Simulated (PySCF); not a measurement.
A structure optimised at B3LYP-D3(BJ)/def2-SVP, used in a PySCF frequency run:

```xyz
4

Se    -0.4327    -0.0715     0.8535
Br     1.3139     0.6335    -0.6104
S     -1.8724    -1.0884    -0.4517
H     -1.3165    -2.3283    -0.4281
```

### Question
Write its SMILES and formula.

### Answer
S[Se]Br, BrHSSe

### Question
What are its rotational constants (standard atomic weights)?

### Answer
6.2595, 1.4157, 1.1639 GHz
